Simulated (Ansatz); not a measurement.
Ansatz (a program for electronic structure) input (CCSD(T)/aug-cc-pVDZ):

Ansatz 0.2 input:
```yaml
crystal:
  periodic: [false, false, false]
  atoms:
    - {symbol: C, position_ang: [-2.74580780, -0.62410298, -0.44621749]}
    - {symbol: C, position_ang: [-1.55166197, 0.03437688, 0.23800831]}
    - {symbol: C, position_ang: [-0.26182061, -0.15429577, -0.56306513]}
    - {symbol: C, position_ang: [0.94821232, 0.55620123, -0.03081922]}
    - {symbol: C, position_ang: [2.23192946, 0.40746550, -0.79009125]}
    - {symbol: O, position_ang: [1.18481100, -0.07677074, 1.44513193]}
    - {symbol: H, position_ang: [-2.59357375, -1.69865528, -0.56488593]}
    - {symbol: H, position_ang: [-3.65238228, -0.48011831, 0.14003765]}
    - {symbol: H, position_ang: [-2.91727063, -0.19775165, -1.43616559]}
    - {symbol: H, position_ang: [-1.43427877, -0.37742555, 1.24397570]}
    - {symbol: H, position_ang: [-1.73841208, 1.10447227, 0.36397448]}
    - {symbol: H, position_ang: [-0.39636295, 0.24950048, -1.57309016]}
    - {symbol: H, position_ang: [-0.03163180, -1.21647740, -0.71089481]}
    - {symbol: H, position_ang: [0.73556068, 1.57943068, 0.27182404]}
    - {symbol: H, position_ang: [3.07496941, 0.87801718, -0.28195470]}
    - {symbol: H, position_ang: [2.10963562, 0.92442185, -1.74477500]}
    - {symbol: H, position_ang: [2.46178126, -0.63663556, -1.00583354]}
    - {symbol: H, position_ang: [2.01600122, 0.21864012, 1.85870004]}
    - {symbol: H, position_ang: [1.16236780, -1.05112203, 1.43114127]}
basis:
  gaussian:
    orbitals: aug-cc-pVDZ
total_charge: 1
magnetization: {spin_polarized: false}
correlation: {method: ccsd_t, electrons: outside_noble_gas}
output: {forces: true}
```

Output:

```
Functional definition: HF
integrals: 2.04 GiB planned
2498 factors; integrals over basis functions are off by at most 8.3e-4 eV
1.28 GiB of device memory are held for the factors and their scratch space
mean field: 1.69 GiB planned
mean field evaluation 1: about -7380.2603 eV, gradient 5.9e1 eV
mean field evaluation 2: about -7380.3176 eV, gradient 5.9e1 eV
mean field evaluation 4: about -7389.1409 eV, gradient 5.0e0 eV
mean field evaluation 8: about -7389.2342 eV, gradient 3.7e-1 eV
mean field evaluation 16: about -7380.2555 eV, gradient 5.9e1 eV
mean field -7389.23473889 eV, -271.5493680511 hartree, gradient 9.8e-7 eV, S^2 0.000000; 0 other end points of the search recorded, 0 dependent functions left out
6 core orbitals not correlated
reference -7389.23473889 eV, -271.5493680511 hartree; 19, 19 occupied and 230, 230 virtual orbitals, 2498 factors
densities: 15.23 GiB planned
second order -25.71595482 eV of doubles, -0.00000000 eV of singles
coupled cluster: 14.14 GiB planned
cycle   1  -27.02134199 eV  change    -1.3e0 eV  update   1.0e-1
cycle   2  -27.69166227 eV  change   -6.7e-1 eV  update   2.9e-2
cycle   3  -27.81214313 eV  change   -1.2e-1 eV  update   1.2e-2
cycle   4  -27.81098526 eV  change    1.2e-3 eV  update   2.8e-3
cycle   5  -27.81134260 eV  change   -3.6e-4 eV  update   9.7e-4
cycle   6  -27.81147356 eV  change   -1.3e-4 eV  update   3.0e-4
cycle   7  -27.81136157 eV  change    1.1e-4 eV  update   1.2e-4
cycle   8  -27.81134520 eV  change    1.6e-5 eV  update   4.4e-5
cycle   9  -27.81134634 eV  change   -1.1e-6 eV  update   1.6e-5
cycle  10  -27.81133811 eV  change    8.2e-6 eV  update   6.0e-6
perturbative correction -0.88380997 eV, -0.0324794174 hartree
the calculation of the forces begins
1.28 GiB of device memory are held for the factors and their scratch space
Total energy: -7417.92988697 eV, -272.6038952928 hartree
Atom 0 at    -2.745808    -0.624103    -0.446217 Å, force     0.062819     0.010216    -0.002857 eV/Å
Atom 1 at    -1.551662     0.034377     0.238008 Å, force     0.050701    -0.008676    -0.016715 eV/Å
Atom 2 at    -0.261821    -0.154296    -0.563065 Å, force    -0.157168    -0.109233     0.036091 eV/Å
Atom 3 at     0.948212     0.556201    -0.030819 Å, force     0.076637    -0.108669     0.355606 eV/Å
Atom 4 at     2.231929     0.407465    -0.790091 Å, force     0.101040    -0.032269    -0.066282 eV/Å
Atom 5 at     1.184811    -0.076771     1.445132 Å, force    -0.300711     0.181602    -0.045482 eV/Å
Atom 6 at    -2.593574    -1.698655    -0.564886 Å, force     0.086172    -0.476113    -0.041839 eV/Å
Atom 7 at    -3.652382    -0.480118     0.140038 Å, force    -0.395300     0.071762     0.270184 eV/Å
Atom 8 at    -2.917271    -0.197752    -1.436166 Å, force    -0.061049     0.203776    -0.437203 eV/Å
Atom 9 at    -1.434279    -0.377426     1.243976 Å, force     0.056359    -0.198870     0.441771 eV/Å
Atom 10 at    -1.738412     1.104472     0.363974 Å, force    -0.072490     0.473778     0.039169 eV/Å
Atom 11 at    -0.396363     0.249500    -1.573090 Å, force    -0.039844     0.196196    -0.422566 eV/Å
Atom 12 at    -0.031632    -1.216477    -0.710895 Å, force     0.108333    -0.455855    -0.040866 eV/Å
Atom 13 at     0.735561     1.579431     0.271824 Å, force    -0.089907     0.458728     0.148764 eV/Å
Atom 14 at     3.074969     0.878017    -0.281955 Å, force     0.344467     0.193863     0.244814 eV/Å
Atom 15 at     2.109636     0.924422    -1.744775 Å, force    -0.083558     0.227007    -0.394786 eV/Å
Atom 16 at     2.461781    -0.636636    -1.005834 Å, force     0.084176    -0.463728    -0.066624 eV/Å
Atom 17 at     2.016001     0.218640     1.858700 Å, force     0.147801    -0.034085     0.013900 eV/Å
Atom 18 at     1.162368    -1.051122     1.431141 Å, force     0.081524    -0.129430    -0.015077 eV/Å
Dipole moment:     1.100314    -0.025154     0.502757 e Å
```

It need not be the lowest isomer of its formula.
